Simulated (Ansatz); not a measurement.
A nudged elastic band was laid between two geometries of C$_{3}$H$_{8}$Si$_{2}$ (13 atoms, charge 0, multiplicity 1).

Theory: Ansatz 0.2.0, RKS PBE0/cc-pVDZ.

```yaml
movable_images: 5
climbing_image: yes
spring: 5.0 eV/Å²
optimiser: quadratic models (default)
start_path: through a guess of the saddle point
force_threshold: 0.05 eV/Å
iteration_limit: 60
end_points: relaxed
```

Initial state:

```xyz
13
Properties=species:S:1:pos:R:3
C -2.080 1.582 0.043
C -1.073 0.961 -0.233
C 0.124 0.192 -0.505
Si 1.478 0.619 0.775
Si -0.293 -1.674 -0.534
H -2.968 2.136 0.275
H 0.527 0.449 -1.502
H 1.767 2.087 0.731
H 2.725 -0.146 0.446
H 1.006 0.238 2.143
H -0.789 -2.093 0.814
H -1.347 -1.938 -1.564
H 0.944 -2.450 -0.875
```

Final state:

```xyz
13
Properties=species:S:1:pos:R:3
C -2.081 1.538 0.375
C -1.113 0.943 -0.054
C 0.046 0.204 -0.511
Si 1.562 0.634 0.572
Si -0.337 -1.669 -0.526
H -2.936 2.069 0.742
H 0.299 0.490 -1.549
H 1.813 2.109 0.522
H 2.763 -0.095 0.049
H 1.300 0.214 1.984
H -1.522 -1.933 -1.401
H 0.853 -2.410 -1.059
H -0.626 -2.129 0.869
```

Which bonds break or form, and what moves?

No bond is made or broken. The dihedral Si4–C3–Si5–H11 goes from 60 to -179°. The two ends are copies of one structure, up to a mirror image or an exchange of like atoms.

Give the energies along the band, and the barrier.

It converged. The highest image is number 3 of 0 to 6, 0.076 eV above the ends, which have the same energy within 2 meV. A vibrational analysis at the climbing image gives one clearly imaginary mode, 130i cm⁻¹: a first-order saddle point.

```
image  path coordinate (Å)  energy (eV)  dihedral Si4–C3–Si5–H11 (°)
    0                 0.00        0.000                           60
    1                 0.79        0.018                           80
    2                 1.59        0.057                          101
    3                 2.38        0.076                          121
    4                 3.18        0.055                          141
    5                 3.98        0.018                          161
    6                 4.78        0.000                         -179
```

What is the geometry of the highest image?


```xyz
13
Properties=species:S:1:pos:R:3
C -2.088 1.593 0.310
C -1.125 0.964 -0.079
C 0.031 0.202 -0.504
Si 1.533 0.632 0.595
Si -0.311 -1.692 -0.509
H -2.936 2.160 0.641
H 0.304 0.480 -1.538
H 1.801 2.104 0.545
H 2.734 -0.114 0.090
H 1.248 0.215 2.004
H -1.694 -1.964 -0.010
H -0.157 -2.221 -1.902
H 0.679 -2.395 0.372
```

What are the harmonic wavenumbers there?

130i, 122, 152, 177, 180, 410, 458, 510, 580, 594, 628, 657, 663, 754, 813, 893, 925, 930, 936, 937, 941, 1021, 1036, 1204, 2201, 2208, 2216, 2221, 2230, 2231, 2242, 3065, 3501 cm⁻¹.

Time of the run: 85 s on 2 threads of Intel(R) Xeon(R) Platinum 8559C (Emerald Rapids), on a shared host, peak memory 0.31 GiB.
